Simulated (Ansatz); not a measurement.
Ansatz results at the PBE0-D4/def2-TZVP geometry: HOMO–LUMO gap (B3LYP/def2-TZVPP) 3.80 eV; size of the dipole moment (ωB97M-V/def2-TZVPP) 2.92 D; zero-point energy (PBE0-D4/def2-TZVP) 108.4 kJ/mol.

Question: Which molecule gave them?
A. `BC[CH2][GaH2]`
B. `Br[B]1O[CH2][InH]1`
C. `O[SiH]1OCO1`
D. `[SiH3]CI`

Answer: B. The others give `O[SiH]1OCO1`: 8.44, 1.16, 159.3; `BC[CH2][GaH2]`: 5.30, 1.46, 230.1; `[SiH3]CI`: 5.71, 1.36, 136.5.

B3LYP here is the variant with VWN-RPA as its local correlation; programs differ in this.
